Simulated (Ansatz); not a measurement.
C$_{2}$H$_{8}$BN, SMILES `BNCC` from Hartree–Fock to CCSD(T)

```xyz
12

B     1.714   -0.195    1.029
N     0.718   -0.579    0.150
C    -0.682   -0.217    0.203
C    -1.123    0.592   -1.003
H     2.834   -0.571    0.836
H     1.428    0.504    1.960
H     0.955   -1.161   -0.641
H    -0.835    0.355    1.120
H    -1.297   -1.122    0.285
H    -0.970    0.033   -1.930
H    -2.186    0.838   -0.936
H    -0.556    1.522   -1.072
```

Charge 0, multiplicity 1. The structure was optimised at the PBE0-D4/def2-TZVP level. It is one conformer, not always the lowest. Frozen core, restricted reference, Ansatz 0.2.0. CBS rows extrapolate triple and quadruple zeta; past MP2 they add the triple-zeta difference.

```json
{"basis": "def2-SVP", "HF (Eh)": "-159.44266", "MP2 corr.": "-0.54924", "CCSD corr.": "?", "(T)": "-0.01716", "CCSD(T) total": "?"}
{"basis": "def2-TZVPP", "HF (Eh)": "?", "MP2 corr.": "-0.67252", "CCSD corr.": "-0.71687", "(T)": "?", "CCSD(T) total": "?"}
{"basis": "def2-QZVPP", "HF (Eh)": "-159.62743", "MP2 corr.": "-0.71594", "CCSD corr.": "–", "(T)": "–", "CCSD(T) total": "–"}
{"basis": "CBS(def2)", "HF (Eh)": "?", "MP2 corr.": "-0.74810", "CCSD corr.": "-0.79245", "(T)": "as TZ", "CCSD(T) total": "?"}
```

Problem. Fill in the withheld values. (Best estimate.)

Solution. Computed: def2-SVP CCSD corr.: -0.60281; def2-SVP CCSD(T) total: -160.06263; def2-TZVPP HF (Eh): -159.61945; def2-TZVPP (T): -0.02712; def2-TZVPP CCSD(T) total: -160.36344; CBS(def2) HF (Eh): -159.62853; CBS(def2) CCSD(T) total: -160.44810.
